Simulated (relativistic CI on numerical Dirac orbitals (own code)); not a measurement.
# What each ingredient does to the levels of Dy¹⁸⁺

Base calculation: Dirac-Coulomb-Breit CI, KLI orbitals optimised for each configuration, model QED, unscaled Slater integrals.

Configuration list (outside the closed core [Ar] 3d10): 4s2.4p6.4d10.4f2, 4s2.4p6.4d10.4f.5s, 4s2.4p6.4d10.5s2, 4s2.4p6.4d10.4f.5p, 4s2.4p6.4d10.5s.5p, 4s2.4p6.4d9.4f3, 4s2.4p6.4d10.5p2, 4s2.4p6.4d10.5s.5d, 4s2.4p6.4d10.4f.5d, 4s2.4p6.4d10.5p.5d, 4s2.4p6.4d10.4f.5f, 4s2.4p5.4d10.4f3, 4s2.4p6.4d10.5d2, 4s2.4p6.4d9.4f2.5s, 4s2.4p6.4d10.4f.6s, 4s2.4p6.4d10.4f.6p, 4s2.4p6.4d10.4f.5g, 4s2.4p6.4d9.4f2.5p, 4s2.4p6.4d10.4f.6d, 4s.4p6.4d10.4f3, 4s2.4p6.4d10.4f.7s, 4s2.4p6.4d10.4f.6g, 4s2.4p5.4d10.4f2.5s, 4s2.4p6.4d9.4f2.5f, 4s.4p6.4d10.4f.5s2, 4s2.4p6.4d9.4f2.6p, 4s.4p6.4d10.4f.5p2, 4s.4p6.4d10.4f.5s.5d. Double excitations out of closed p, d and f shells are left out; levels of such configurations are missing from the list, as are those of other unlisted configurations, and high levels can miss mixing partners.

Variants: (1) P86 correlation estimate; (2) configuration mixing switched off. Shifts of the energy above 4s2.4p6.4d10.4f2 3H_4, in cm⁻¹, for the lowest level and the first level of each name with at least 55 % of one term (blank where a level changes its place among those of its configuration and J or its character, or is not in the variant):

```
                   Level      Base     Δ(1)      Δ(2)
   4s2.4p6.4d10.4f2 3H_4       0.0      0.0       0.0
   4s2.4p6.4d10.4f2 3H_5    9310.0      0.0      +6.4
   4s2.4p6.4d10.4f2 3F_2   12841.3     +0.8    +961.0
   4s2.4p6.4d10.4f2 3H_6   18231.7      0.0     +23.8
   4s2.4p6.4d10.4f2 3F_3   19308.0     +0.7    +870.3
   4s2.4p6.4d10.4f2 1D_2   45228.9     +3.6   +2624.8
   4s2.4p6.4d10.4f2 3P_0   53137.1     +3.9   +3075.8
   4s2.4p6.4d10.4f2 1I_6   55360.2     +1.5   +1580.4
   4s2.4p6.4d10.4f2 3P_1   56409.8     +3.4   +3069.0
   4s2.4p6.4d10.4f2 3P_2   62284.6     +3.3   +2963.8
   4s2.4p6.4d10.4f2 1S_0  123938.9    +18.9   +2092.5
4s2.4p6.4d10.4f.5s 3F°_2  267382.0  +9851.0  +13248.6
4s2.4p6.4d10.4f.5s 3F°_3  269710.1  +9851.3  +13251.1
4s2.4p6.4d10.4f.5s 3F°_4  278819.9  +9850.9  +13174.0
```

At this charge transitions that keep the count of f electrons are usually good to a few per cent. Terms inside the open d or f shell come out 10 to 20 % too wide with unscaled integrals. Levels that differ in their count of f electrons can be misplaced by several ten thousand cm⁻¹, since the correlation energy of f electrons is missing or only estimated; rates across such gaps can be off by orders of magnitude.

Ionisation energy from one configuration of each of the two ions, the ground ones as tabulated or assumed: base 430.809 eV; P86 correlation estimate 432.646 eV. The NIST ASD value (theoretical) is 431 ± 21 eV.

LS names give the leading component of a level, which can be under half, so a name can repeat, a term be missing and a line seem to break the LS rules.
